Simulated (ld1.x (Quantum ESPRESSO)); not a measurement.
Results of a calculation; reference values are marked as such.
## Potentials for silicon (Si) compared

Generated with ld1.x 7.5 (TM, RRKJ, ultrasoft, PAW), atompaw 4.2 or ONCVPSP 4.0.1. The cutoff is in Ry: for ld1.x and atompaw files where the sum of valence levels is converged to 10 mRy in a Bessel basis, for ONCV files where the hardest occupied wave has 1 mHa per electron of residual kinetic energy. The error is the largest all-electron minus pseudo excitation energy over each file’s own four to seven test configurations (ionisations up to +4, promotions, holes and added fractions of an electron), all of which were solved. The labels leave out finer settings (local radius, basis sizes, second energies), which also bear on the numbers. Spin-polarised tests are not counted. The rows are a selection from randomly drawn settings: files with unsolved tests, undetermined cutoffs or missed reference levels are left out.

| potential | cutoff (Ry) | largest error (meV) | bound ghosts |
| --- | --- | --- | --- |
| TM, LDA (PZ), scalar-relativistic, rc 1.40/1.50 (sp), local s, core correction no, reference 3s2 3p1 | 35 | +181 | none |
| TM, LDA (PZ), scalar-relativistic, rc 2.00/2.05/1.60 (spd), local smoothed, core correction no, reference 3s2 3p2 | 15 | +247 | none |
| ultrasoft, PBE, scalar-relativistic, rc 1.80/1.80 (sp), local smoothed, core correction yes, reference 3s2 3p2 | 8 | -12 | none |
| RRKJ, PBEsol, scalar-relativistic, rc 1.95/2.25 (sp), local smoothed, core correction yes, reference 3s2 3p2 | 21 | +73 | none |
| ultrasoft, LDA (PZ), scalar-relativistic, rc 1.60/2.30 (sp), local smoothed, core correction yes, reference 3s2 3p2 | 12 | -13 | none |

Task: Fill in the row for Si: RRKJ, BP86, scalar-relativistic, rc 2.12/2.00/1.75 (spd), local s, core correction yes, reference 3s2 3p0.

Result: cutoff 12 Ry, largest error +52 meV, bound ghosts: none.
